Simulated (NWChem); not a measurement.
System: C₂H₆HfO; SMILES [O]=[Hf]([CH3])[CH3]

Here is an NWChem input.

```
start job
memory heap 200 mb stack 900 mb global 1100 mb
geometry units angstroms noautoz
  Hf     0.188946     0.974968     0.000000
  O      1.826328     0.341717     0.000000
  C     -0.761889    -0.023249    -1.750341
  H     -0.710102    -1.116375    -1.602252
  H     -1.826101     0.245467    -1.884870
  H     -0.226701     0.187055    -2.693504
  C     -0.761889    -0.023249     1.750341
  H     -1.826101     0.245467     1.884870
  H     -0.710102    -1.116375     1.602252
  H     -0.226701     0.187055     2.693504
end
basis spherical
  * library def2-svpd
end
ecp
  Hf library def2-ecp
end
dft
  xc xpbe96 cpbe96
  iterations 150
end
tddft
  cis
  nroots 6
  notriplet
end
task tddft energy
```

NWChem printed, in part:

```
             Northwest Computational Chemistry Package (NWChem) 7.3.0
             --------------------------------------------------------

 CS  symmetry detected

                             Geometry "geometry" -> ""
                             -------------------------

 Output coordinates in angstroms (scale by  1.889725989 to convert to a.u.)

  No.       Tag          Charge          X              Y              Z
 ---- ---------------- ---------- -------------- -------------- --------------
    1 Hf                  72.0000     0.11797662     0.22348639     0.00000000
    2 O                    8.0000     1.51271452    -0.84269035     0.00000000
    3 C                    6.0000    -1.07422093    -0.46874866     1.75034100
    4 H                    1.0000    -1.33041959    -1.53268878     1.60225200
    5 H                    1.0000    -2.02070814     0.08705475     1.88487000
    6 H                    1.0000    -0.50156322    -0.41662275     2.69350400
    7 C                    6.0000    -1.07422093    -0.46874866    -1.75034100
    8 H                    1.0000    -2.02070814     0.08705475    -1.88487000
    9 H                    1.0000    -1.33041959    -1.53268878    -1.60225200
   10 H                    1.0000    -0.50156322    -0.41662275    -2.69350400

 Effective nuclear repulsion energy (a.u.)     513.4889126181

      Symmetry information
      --------------------

 Group name             Cs
 Group number              2
 Group order               2
 No. of unique centers     6

 Summary of "ao basis" -> "ao basis" (spherical)
 ------------------------------------------------------------------------------
       Tag                 Description            Shells   Functions and Types
 ---------------- ------------------------------  ------  ---------------------
 Hf                        def2-svpd                13       35   6s4p2d1f
 O                         def2-svpd                 9       23   4s3p2d
 C                         def2-svpd                 8       20   4s2p2d
 H                         def2-svpd                 4        8   2s2p

      Symmetry analysis of basis
      --------------------------

        a'         84
        a"         62

            General Information
            -------------------
          SCF calculation type: DFT
          Wavefunction type:  closed shell.
          No. of atoms     :    10
          No. of electrons :    38
           Alpha electrons :    19
            Beta electrons :    19
          Charge           :     0
          Spin multiplicity:     1
          Use of symmetry is: off; symmetry adaption is: on
          Maximum number of iterations: 150
          AO basis - number of functions:   146
                     number of shells:    62
          Convergence on energy requested:  1.00D-06
          Convergence on density requested:  1.00D-05
          Convergence on gradient requested:  5.00D-04

              XC Information
              --------------
          PerdewBurkeErnzerhof Exchange Functional  1.000
            Perdew 1991 LDA Correlation Functional  1.000 local
           PerdewBurkeErnz. Correlation Functional  1.000 non-local

             Grid Information
             ----------------
          Grid used for XC integration:  medium
          Radial quadrature: Mura-Knowles
          Angular quadrature: Lebedev.
          Tag              B.-S. Rad. Rad. Pts. Rad. Cut. Ang. Pts.
          ---              ---------- --------- --------- ---------
          Hf                  1.55      123          10.0       590
          O                   0.60       49          11.0       434
          C                   0.70       49          12.0       434
          H                   0.35       45          13.0       434
          Grid pruning is: on
          Number of quadrature shells:   540
          Spatial weights used:  Erf1

      Superposition of Atomic Density Guess
      -------------------------------------

 Sum of atomic energies:        -204.87831758

      Non-variational initial energy
      ------------------------------

 Total energy =    -201.258122
 1-e energy   =    -543.238693
 2-e energy   =     211.626361
 HOMO         =      -0.307625
 LUMO         =      -0.062992

      Symmetry analysis of molecular orbitals - initial
      -------------------------------------------------

  Numbering of irreducible representations:

     1 a'          2 a"

  Orbital symmetries:

     1 a'          2 a'          3 a"          4 a'          5 a'
     6 a"          7 a'          8 a'          9 a'         10 a"
    11 a'         12 a"         13 a'         14 a"         15 a'
    16 a"         17 a'         18 a'         19 a"         20 a'
    21 a"         22 a'         23 a'         24 a'         25 a"
    26 a'         27 a'         28 a"         29 a"

 !! scf_movecs_sym_adapt:   91 vectors were symmetry contaminated

  Symmetry fudging

 !! scf_movecs_sym_adapt:    2 vectors were symmetry contaminated

   convergence    iter        energy       DeltaE   RMS-Dens  Diis-err
 ---------------- ----- ----------------- --------- --------- ---------
 d= 0,ls=0.0,diis     1   -202.4380199986 -3.33D+02  3.52D-02  2.55D+00

 !! scf_movecs_sym_adapt:   89 vectors were symmetry contaminated

  Symmetry fudging

 !! scf_movecs_sym_adapt:    2 vectors were symmetry contaminated

 d= 0,ls=0.0,diis     2   -193.2747194272  9.16D+00  3.05D-02  4.35D+01

 !! scf_movecs_sym_adapt:   87 vectors were symmetry contaminated

  Symmetry fudging

 !! scf_movecs_sym_adapt:    2 vectors were symmetry contaminated

 d= 0,ls=0.0,diis     3   -202.7695920557 -9.49D+00  4.93D-03  2.72D-01

 !! scf_movecs_sym_adapt:   87 vectors were symmetry contaminated

  Symmetry fudging

 !! scf_movecs_sym_adapt:    2 vectors were symmetry contaminated

 d= 0,ls=0.0,diis     4   -202.7475186004  2.21D-02  2.85D-03  4.43D-01

 !! scf_movecs_sym_adapt:   41 vectors were symmetry contaminated

  Symmetry fudging
 d= 0,ls=0.0,diis     5   -202.8003174970 -5.28D-02  7.65D-04  1.19D-02

 !! scf_movecs_sym_adapt:   47 vectors were symmetry contaminated

  Symmetry fudging
  Resetting Diis
 d= 0,ls=0.0,diis     6   -202.8007644482 -4.47D-04  4.35D-04  1.13D-02
 d= 0,ls=0.0,diis     7   -202.8019521828 -1.19D-03  1.86D-04  1.27D-04
 d= 0,ls=0.0,diis     8   -202.8018893770  6.28D-05  1.26D-04  7.39D-04
 d= 0,ls=0.0,diis     9   -202.8019531014 -6.37D-05  5.76D-05  1.53D-04
 d= 0,ls=0.0,diis    10   -202.8019696436 -1.65D-05  9.05D-06  3.84D-06
 d= 0,ls=0.0,diis    11   -202.8019700893 -4.46D-07  3.49D-06  2.70D-07

         Total DFT energy =     -202.801970089259
      One electron energy =     -548.953513843814
           Coulomb energy =      243.182481554564
    Exchange-Corr. energy =      -27.385147707697
 Nuclear repulsion energy =      130.354209907688

 Numeric. integr. density =       37.999984184064

                  Occupations of the irreducible representations
                  ----------------------------------------------

                     irrep           alpha         beta
                     --------     --------     --------
                     a'               12.0         12.0
                     a"                7.0          7.0

                       DFT Final Molecular Orbital Analysis
                       ------------------------------------

[...]

                                NWChem TDDFT Module
                                -------------------

            General Information
            -------------------
           No. of orbitals :     292
            Alpha orbitals :     146
             Beta orbitals :     146
        Alpha frozen cores :       0
         Beta frozen cores :       0
     Alpha frozen virtuals :       0
      Beta frozen virtuals :       0
         Spin multiplicity :       1
    Number of AO functions :     146
        Use of symmetry is : off
      Symmetry adaption is : on
         Schwarz screening :  0.10D-07

              XC Information
              --------------
   PerdewBurkeErnzerhof Exchange Functional   1.00
     Perdew 1991 LDA Correlation Functional   1.00 local
    PerdewBurkeErnz. Correlation Functional   1.00 non-local

             TDDFT Information
             -----------------
          Calculation type : Tamm-Dancoff TDDFT
         Wavefunction type : Restricted singlets
          No. of electrons :      38
           Alpha electrons :      19
            Beta electrons :      19
              No. of roots :       6
          Max subspacesize :    5200
            Max iterations :     100
               Target root :       1
           Target symmetry : none
      Symmetry restriction : off
                 Algorithm : Optimal
        Davidson threshold :  0.10D-03

    6 smallest eigenvalue differences (eV)
--------------------------------------------------------
  No. Spin  Occ  Vir  Irrep   E(Occ)    E(Vir)   E(Diff)
--------------------------------------------------------
    1    1   19   20 a"       -0.221    -0.111     2.996
    2    1   18   20 a'       -0.242    -0.111     3.558
    3    1   17   20 a"       -0.252    -0.111     3.825
    4    1   16   20 a'       -0.252    -0.111     3.830
    5    1   15   20 a'       -0.258    -0.111     4.013
    6    1   19   21 a'       -0.221    -0.067     4.196
--------------------------------------------------------

  Entering Davidson iterations
  Restricted singlet excited states

  Iter   NTrls   NConv    DeltaV     DeltaE      Time
  ----  ------  ------  ---------  ---------  ---------
    1      6       0     0.12E+00   0.10+100       15.9
    2     12       0     0.35E-01   0.14E-01       15.1
    3     18       0     0.61E-02   0.17E-02       18.1
    4     24       1     0.98E-03   0.45E-04       15.7
    5     29       5     0.11E-03   0.98E-06       13.9
    6     30       6     0.77E-04   0.15E-07        8.8
  ----  ------  ------  ---------  ---------  ---------
  Convergence criterion met

  Ground state a'       -202.801970089259 a.u.

  ----------------------------------------------------------------------------
  Root   1 singlet a"             0.116467599 a.u.                3.1692 eV
  ----------------------------------------------------------------------------
     Transition Moments    X  0.00000   Y  0.00000   Z  0.53572
     Dipole Oscillator Strength                    0.0222837387
     Electric Quadrupole                           0.0000000138
     Magnetic Dipole                               0.0000003734
     Total Oscillator Strength                     0.0222841259

     Occ.   16  a'  ---  Virt.   21  a"      -0.05743
     Occ.   17  a"  ---  Virt.   20  a'       0.10487
     Occ.   18  a'  ---  Virt.   21  a"      -0.08134
     Occ.   19  a"  ---  Virt.   20  a'      -0.98276
     Occ.   19  a"  ---  Virt.   22  a'       0.05299
  ----------------------------------------------------------------------------
  Root   2 singlet a'             0.134643615 a.u.                3.6638 eV
  ----------------------------------------------------------------------------
     Transition Moments    X  0.13042   Y  0.28964   Z -0.00000
     Dipole Oscillator Strength                    0.0090568942
     Electric Quadrupole                           0.0000000168
     Magnetic Dipole                               0.0000000028
     Total Oscillator Strength                     0.0090569138

     Occ.   15  a'  ---  Virt.   20  a'       0.10188
     Occ.   16  a'  ---  Virt.   20  a'      -0.29312
     Occ.   18  a'  ---  Virt.   20  a'       0.93601
     Occ.   19  a"  ---  Virt.   21  a"       0.15159
  ----------------------------------------------------------------------------
  Root   3 singlet a"             0.142035750 a.u.                3.8650 eV
  ----------------------------------------------------------------------------
     Transition Moments    X -0.00000   Y  0.00000   Z -0.25906
     Dipole Oscillator Strength                    0.0063547961
     Electric Quadrupole                           0.0000000014
     Magnetic Dipole                               0.0000001669
     Total Oscillator Strength                     0.0063549643

     Occ.   16  a'  ---  Virt.   21  a"       0.06074
     Occ.   17  a"  ---  Virt.   20  a'       0.98881
     Occ.   18  a'  ---  Virt.   21  a"       0.06846
     Occ.   19  a"  ---  Virt.   20  a'       0.08887
     Occ.   19  a"  ---  Virt.   22  a'      -0.05923
  ----------------------------------------------------------------------------
  Root   4 singlet a'             0.144840780 a.u.                3.9413 eV
  ----------------------------------------------------------------------------
     Transition Moments    X  0.00481   Y -0.55433   Z  0.00000
     Dipole Oscillator Strength                    0.0296739541
     Electric Quadrupole                           0.0000000599
     Magnetic Dipole                               0.0000004025
     Total Oscillator Strength                     0.0296744165

     Occ.   15  a'  ---  Virt.   20  a'      -0.25779
     Occ.   16  a'  ---  Virt.   20  a'      -0.91753
     Occ.   16  a'  ---  Virt.   22  a'       0.06187
     Occ.   18  a'  ---  Virt.   20  a'      -0.22757
     Occ.   19  a"  ---  Virt.   21  a"      -0.16968
  ----------------------------------------------------------------------------
  Root   5 singlet a'             0.152265438 a.u.                4.1434 eV
  ----------------------------------------------------------------------------
     Transition Moments    X -0.52879   Y -0.34420   Z  0.00000
     Dipole Oscillator Strength                    0.0404104422
     Electric Quadrupole                           0.0000000345
     Magnetic Dipole                               0.0000004006
     Total Oscillator Strength                     0.0404108772

     Occ.   15  a'  ---  Virt.   20  a'       0.93901
     Occ.   16  a'  ---  Virt.   20  a'      -0.20807
     Occ.   17  a"  ---  Virt.   21  a"      -0.13392
     Occ.   18  a'  ---  Virt.   20  a'      -0.14122
     Occ.   19  a"  ---  Virt.   21  a"      -0.15412
  ----------------------------------------------------------------------------
  Root   6 singlet a'             0.164026791 a.u.                4.4634 eV
  ----------------------------------------------------------------------------
     Transition Moments    X -0.32247   Y -0.22547   Z  0.00000
     Dipole Oscillator Strength                    0.0169298864
     Electric Quadrupole                           0.0000000793
     Magnetic Dipole                               0.0000002576
     Total Oscillator Strength                     0.0169302233

     Occ.   15  a'  ---  Virt.   20  a'       0.08752
     Occ.   15  a'  ---  Virt.   24  a'      -0.05888
     Occ.   16  a'  ---  Virt.   20  a'      -0.14235
     Occ.   16  a'  ---  Virt.   22  a'       0.05360
     Occ.   17  a"  ---  Virt.   21  a"      -0.05127
     Occ.   18  a'  ---  Virt.   20  a'      -0.19615
     Occ.   18  a'  ---  Virt.   23  a'      -0.05688
     Occ.   19  a"  ---  Virt.   21  a"       0.94537
     Occ.   19  a"  ---  Virt.   27  a"       0.06416

              Target root =      1
          Target symmetry = none
      Ground state energy =   -202.801970089259
        Excitation energy =      0.116467599454
     Excited state energy =   -202.685502489806

  stored tddft:energy   -202.68550248980563
```

Level: PBE/def2-SVPD with def2 effective core potentials on Hf, TDA. Geometry: optimised at PBE0/def2-SVP. No frequency run checked for a minimum. def2 effective core potentials on Hf; no spin-orbit coupling.
